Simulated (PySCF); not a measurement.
**Frontier orbitals and the lowest excitations**

C4H7ClSi.
SMILES with atom numbers: `[Cl:1][SiH2:2][C@H:3]1[CH:4]=[CH:5][CH2:6]1` (hydrogens: H7, H8 on Si2; H9 on C3; H10 on C4; H11 on C5; H12, H13 on C6)

Cartesian coordinates in Å at the GFN2-xTB level; atoms count from 1:
```xyz
13
C4H7ClSi angstrom
Cl     2.4744   -0.6968   -1.9372
Si     1.7915   -0.2879   -0.0814
C     -0.0798   -0.6033   -0.0375
C     -0.7976   -0.1391    1.1999
C     -1.5467    0.7517    0.5581
C     -0.9752    0.4256   -0.7903
H      2.4745   -1.1682    0.8644
H      2.0741    1.1156    0.2088
H     -0.3084   -1.6382   -0.3052
H     -0.6995   -0.4423    2.2265
H     -2.2951    1.4637    0.8564
H     -0.4423    1.2385   -1.2831
H     -1.6744   -0.0187   -1.4970
```

The calculation used TDDFT CAM-B3LYP/def2-SVPD, vertical, gas phase, core orbitals frozen in the response (PySCF).

Kohn–Sham orbitals with the atoms that hold most of them (Löwdin shares over 4%, at most four atoms; ? is withheld):

```csv
orbital,ε (eV),atoms
LUMO+2,1.45,"C4 22%, C5 15%, Si2 14%, Cl1 9%"
LUMO+1,1.30,"Si2 34%, Cl1 20%, H7 7%, H12 6%"
LUMO,?,?
HOMO,-8.61,"C5 31%, C4 28%, C3 13%, C6 6%"
HOMO-1,-9.97,?
HOMO-2,-10.25,"Cl1 57%, Si2 19%, H8 11%, H7 9%"
HOMO-3,-10.88,"C6 21%, C4 20%, C3 18%, C5 10%"
```

**Question.** Give the leading atoms of the HOMO-1.

**Answer.** Cl1 (bonded to Si) 25%; C3 (bonded to 2 C, Si and H) 20%; Si2 (bonded to C, Cl and 2 H) 11%; C4 (bonded to 2 C and H) 11%. By element: carbon 31% or more, chlorine 25%, silicon 11%.

**Question.** Which atoms hold the LUMO, and with what shares?

**Answer.** Si2 (bonded to C, Cl and 2 H) 18%; C5 (bonded to 2 C and H) 17%; C4 (bonded to 2 C and H) 17%; Cl1 (bonded to Si) 16%. By element: carbon 34% or more, silicon 18%, chlorine 16%.

**Question.** What is the LUMO energy, and the HOMO–LUMO gap?

**Answer.** ε(LUMO) = 0.90 eV; the gap is 9.51 eV (0.3496 hartree).

**Question.** The HOMO–LUMO gap is 9.51 eV. Where does the response calculation put the lowest singlet, and from which orbitals?

**Answer.** S1 is at 6.59 eV (f = 0.125), 2.92 eV below the gap, made of HOMO→LUMO (90%). Without the coupling terms of the response equations the lowest excitation would equal the gap.

Next come S2 at 7.04 eV (f 0.035), HOMO→LUMO+2 (80%), HOMO→LUMO+1 (11%); S3 at 7.27 eV (f 0.039), HOMO→LUMO+1 (62%), HOMO→LUMO+3 (16%), HOMO→LUMO+2 (12%); S4 at 7.39 eV (f 0.025), HOMO-1→LUMO (59%); S5 at 7.61 eV (f 0.018), HOMO→LUMO+3 (40%), HOMO→LUMO+4 (37%), HOMO→LUMO+1 (8%).

One conformer stands for the species.
